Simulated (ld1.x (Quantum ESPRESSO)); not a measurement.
Ranking RRKJ potentials for phosphorus

All share these settings but for the change named:

| Property | Result |
| --- | --- |
| Element | phosphorus (P) |
| Generator | ld1.x (Quantum ESPRESSO) 7.5 |
| Type | norm-conserving RRKJ (Kleinman–Bylander form) |
| Functional | BLYP |
| Relativity | non-relativistic |
| Frozen core | [Ne] |
| Valence charge | 5 |
| Reference configuration | 3s2 3p2.5 (charge +0.5) |
| Partial waves | 3s (bound): rc 1.30 bohr; 3p (bound): rc 1.75 bohr; 3d channel at 0.45 Ry: rc 1.75 bohr |
| Local potential | the d channel |
| Core correction | Bessel-smoothed model core inside 1.15 bohr |
| rho0 | 0.005 |

Cutoff: the first of the cutoffs (Ry, on a coarse ladder) from which the occupation-weighted sum of valence levels, in a spherical-Bessel basis at the reference potential, stays within 10 and 1 mRy of its value at 400 Ry; the density cutoff is not measured.

The base gives 25 Ry.

Of 10 variants that were run, those that failed, showed a ghost or another fault, or gave nearly equal values are left out.

A variant can come out equal or close to the base.

Question: Rank these variants from softest to hardest (loose cutoff).
A. wave 3p (bound): rc 1.75 bohr becomes 3p (bound): rc 1.10 bohr
B. local potential all-electron potential smoothed inside 1.05 bohr (lloc = -1)
C. wave 3s (bound): rc 1.30 bohr becomes 3s (bound): rc 1.50 bohr

Answer: B (25 Ry), C (30 Ry), A (100 Ry).
